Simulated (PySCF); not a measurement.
One formula, C3H5FSe, several structures.

PySCF, wB97X-D/def2-SVPD, density fitting, gas phase; each molecule at its own PBE0-D3(BJ)/def2-SVP geometry, one conformer. Singlet excitations by full TDDFT with frozen cores, triplets by Tamm–Dancoff TDDFT and ionisation energies by ΔSCF, from the lowest of the holes tried. 

Torsions of the conformers computed, which needn't be the lowest (atom-mapped SMILES):
- `[CH3:1][CH2:2][C:3]([F:4])=[Se:5]`: C1–C2–C3–F4 177°
- `[CH2:1]=[C:2]([F:3])[CH2:4][SeH:5]`: C1–C2–C4–Se5 114°, H–Se5–C4–C2 59°
- `[CH2:1]=[C:2]([F:3])[Se:4][CH3:5]`: C1–C2–Se4–C5 141°
- `[CH3:1][Se:2]/[CH:3]=[CH:4]/[F:5]`: C1–Se2–C3–C4 120°
- `[CH2:1]=[CH:2][Se:3][CH2:4][F:5]`: C1–C2–Se3–C4 18°, C2–Se3–C4–F5 -74°
- `[CH3:1][C:2](=[Se:3])[CH2:4][F:5]`: C1–C2–C4–F5 -1°
- `[CH3:1][Se:2]/[CH:3]=[CH:4]\[F:5]`: C1–Se2–C3–C4 177°

Reference: `F[C@H]1CC[Se]1`, with HOMO energy -8.34 eV, LUMO energy 0.86 eV, lowest singlet excitation 4.00 eV, lowest triplet excitation 3.56 eV, mean polarisability 62.8 au, dipole moment 2.49 D and vertical ionisation energy 8.74 eV.

Changes against it:

```csv
molecule,Δ electronic energy (kcal/mol),Δ HOMO energy (eV),Δ LUMO energy (eV),Δ lowest singlet excitation (eV),Δ lowest triplet excitation (eV),Δ mean polarisability (au),Δ dipole moment (D),Δ vertical ionisation energy (eV)
C=C(F)[Se]C,+9.1,+0.09,+0.45,+0.80,+0.46,+4.9,-1.46,-0.18
C[Se]/C=C/F,+9.3,+0.15,+0.42,+0.75,+0.48,+4.8,-0.94,-0.20
C=C[Se]CF,+12.8,+0.04,+0.49,+1.01,+0.39,+4.2,-1.10,-0.14
CC(=[Se])CF,+3.5,+0.09,-1.66,-1.75,-1.69,+5.9,-1.41,-0.15
C[Se]/C=C\F,+9.3,+0.54,+0.84,+0.81,+0.37,+5.2,+0.26,-0.63
```

Rows whose labels were lost:

```csv
row,Δ electronic energy (kcal/mol),Δ HOMO energy (eV),Δ LUMO energy (eV),Δ lowest singlet excitation (eV),Δ lowest triplet excitation (eV),Δ mean polarisability (au),Δ dipole moment (D),Δ vertical ionisation energy (eV)
P,+3.3,-0.26,+0.19,+0.74,+0.67,+5.6,-1.00,+0.28
Q,-2.3,+0.02,+0.10,+0.10,+0.10,-0.4,-2.08,-0.01
R,-2.6,-0.18,-1.37,-1.27,-1.20,+4.1,+0.09,+0.20
```

Question: Which row belongs to which of `FC1C[Se]C1`, `CCC(F)=[Se]` and `C=C(F)C[SeH]`?

Answer: P = `C=C(F)C[SeH]`, Q = `FC1C[Se]C1` and R = `CCC(F)=[Se]`. P and Q are told apart most clearly by the dipole moment (-1.00 against -2.08 D); P and R are told apart most clearly by the lowest singlet excitation (+0.74 against -1.27 eV); Q and R are told apart most clearly by the LUMO energy (+0.10 against -1.37 eV).

Question: Fit a straight line for the change of the lowest triplet excitation against that of the lowest singlet excitation over the labelled rows, and test it on P, Q and R.

Answer: Over the 5 labelled rows the slope is 0.808 eV/eV, the intercept -0.26 eV, r = 0.99 and the standard error 0.13 eV. P: predicted +0.34, computed +0.67 eV; Q: predicted -0.18, computed +0.10 eV; R: predicted -1.29, computed -1.20 eV. The mean miss is 0.23 eV, against 0.66 eV for guessing the labelled rows' mean: the line carries over to these rows.

Note: wB97X-D ran without an empirical dispersion term, which enters the total energy and its gradient alone.
